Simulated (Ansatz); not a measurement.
Reaction (atomization): `CC1=C(F)[SiH2]1` → 3 C• + F• + 5 H• + Si•

Isolated molecules relaxed with PBE0-D4/def2-TZVP in Ansatz; ΔE leaves out vibrations. CCSD(T)/CBS is the MP2 limit (def2-TZVPP, def2-QZVPP) plus CCSD(T) − MP2 in def2-TZVPP, frozen cores. This one scheme is used for every species, atoms too. Functionals use def2-TZVPP. B3LYP here is the variant with VWN-RPA as its local correlation; programs differ in this. Open shells (•) are unrestricted, without spin–orbit coupling. Spin–orbit coupling would lower the free atoms: a little for C, F, Si.

`CC1=C(F)[SiH2]1`:

Cartesian coordinates in Å:
```
C 0.559 -0.095 -1.486
C -0.033 0.001 -0.133
C -1.211 0.137 0.460
F -2.461 0.255 0.033
Si 0.076 0.035 1.700
H 1.297 0.697 -1.637
H 1.085 -1.045 -1.606
H -0.200 -0.017 -2.267
H 0.319 -1.195 2.498
H 0.568 1.227 2.438
```

```csv
level,ΔE (kJ/mol)
B3LYP-D4,3852.2
CCSD/def2-TZVPP,3680.1
```

**Question.** What does CCSD(T)/CBS give? (Best estimate.)

**Answer.** The calculation gave: +3846.9 kJ/mol. The listed levels differ from it by 5.3, -166.8 kJ/mol.

Largest T1 diagnostic among the species: 0.013.

From PBE to PBE0 (25 % exact exchange), in def2-TZVPP and without D4, ΔE moves by −78.5 kJ/mol: exact exchange takes away binding that semilocal exchange gives to molecules. The D4 term adds +30.6 kJ/mol with B3LYP and +16.0 kJ/mol with PBE0; it sums over pairs of atoms, weighted by their polarisabilities, and B3LYP, whose exchange is more repulsive, gets the larger term. In def2-TZVPP, CCSD(T) changes the Hartree–Fock value by +955.2 kJ/mol (the triples alone add +67.0 kJ/mol) and MP2 by +1039.2 kJ/mol; breaking electron pairs costs correlation energy, which Hartree–Fock lacks.

For atomizations the MP2-based limit and the directly extrapolated one differ by several kJ/mol either way, and by 10 to 25 for some Ge, Se and Sn compounds, so smaller differences from it don't rank the levels.
